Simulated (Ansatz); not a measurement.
C$_{3}$H$_{9}$LiOSi, SMILES `[Li][O][Si](C)(C)C`, relaxed with RKS PBE-D4/def2-SVP in the Gaussian-basis code of Ansatz from a rough embedded geometry. The force threshold is 0.03 eV/Å; the program also tests the step.

Charge 0, multiplicity 1.

Start:

```xyz
15

Li   -1.847    2.204   -1.043
O    -0.345    1.164   -1.616
Si    0.022    0.103   -0.281
C    -1.417   -0.889    0.058
C     0.414    1.171    1.228
C     1.514   -0.930   -0.727
H    -2.316   -0.301    0.310
H    -1.184   -1.591    0.917
H    -1.677   -1.571   -0.876
H     0.641    0.504    2.041
H     1.278    1.808    0.976
H    -0.458    1.816    1.441
H     2.390   -0.330   -0.927
H     1.732   -1.620    0.114
H     1.251   -1.537   -1.615
```

**Question.** By how much does the energy fall, and how many steps does the optimiser take? (An estimate is asked.)

**Answer.** Ansatz gave: 26.41 kcal/mol, in 10 steps.

**Question.** Which bonds change most? (An estimate is asked.)

**Answer.** Ansatz gave: Li1–O2 from 1.915 to 1.616 Å; Si3–C4 from 1.781 to 1.902 Å; O2–Si3 from 1.744 to 1.646 Å; C4–H9 from 1.186 to 1.110 Å.

**Question.** Give the relaxed structure. (Estimate.)

**Answer.** Ansatz gave: 
```xyz
15

Li   -1.118    2.329   -2.461
O    -0.613    1.273   -1.345
Si   -0.096    0.199   -0.210
C    -1.467   -1.045    0.231
C     0.419    1.088    1.391
C     1.405   -0.788   -0.835
H    -2.363   -0.524    0.628
H    -1.132   -1.774    0.998
H    -1.784   -1.619   -0.665
H     0.767    0.374    2.167
H     1.244    1.806    1.199
H    -0.431    1.662    1.817
H     2.250   -0.111   -1.082
H     1.767   -1.516   -0.078
H     1.152   -1.355   -1.755
```
